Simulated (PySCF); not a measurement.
**Relaxation of singlet PbOCl2**

These are results of PBE0 in PySCF with Pb def2-TZVP with ECP60, O def2-TZVP, Cl def2-TZVP; scalar-relativistic core potentials, no spin–orbit coupling; density-fitted integrals, not measurements. A (50,194) grid was used.

A hand-made T-shaped (ligand arrangement 2) start, of C2v symmetry, held to at least that symmetry:

```xyz
4
charge 0 multiplicity 1, angstrom
Pb    0.0000    0.0000   -0.1247
O     0.0000    0.0000    1.7953
Cl    2.4285    0.0000   -0.0399
Cl   -2.4285    0.0000   -0.0399
```

Optimiser trace:
```tsv
step	E − E(last) (kJ/mol)	largest gradient (Eh/bohr)
0	216.36	0.04367
1	152.35	0.02428
2	93.41	0.01973
3	60.72	0.02487
4	35.88	0.02161
5	10.67	0.00774
6	1.27	0.00543
7	-0.01	0.00182
8	-0.02	0.00052
9	0.00	0.00005
```

It ends at C2v with Pb–Cl 2.393 Å (×2), Pb–O 1.897 Å; Cl–Pb–Cl 100.5°, Cl–Pb–O 129.8° (×2) (after a last refinement on a finer grid). A frequency run shows a minimum. Other isomers or separated fragments may lie lower.

Final geometry:
Coordinates in bohr (charge 0 multiplicity 1):
```
Pb    0.0000    0.0000    0.4872
O     0.0000    0.0000    4.0723
Cl    3.4762    0.0000   -2.4053
Cl   -3.4762    0.0000   -2.4053
```

With an element this heavy the missing spin–orbit coupling can shift these numbers.
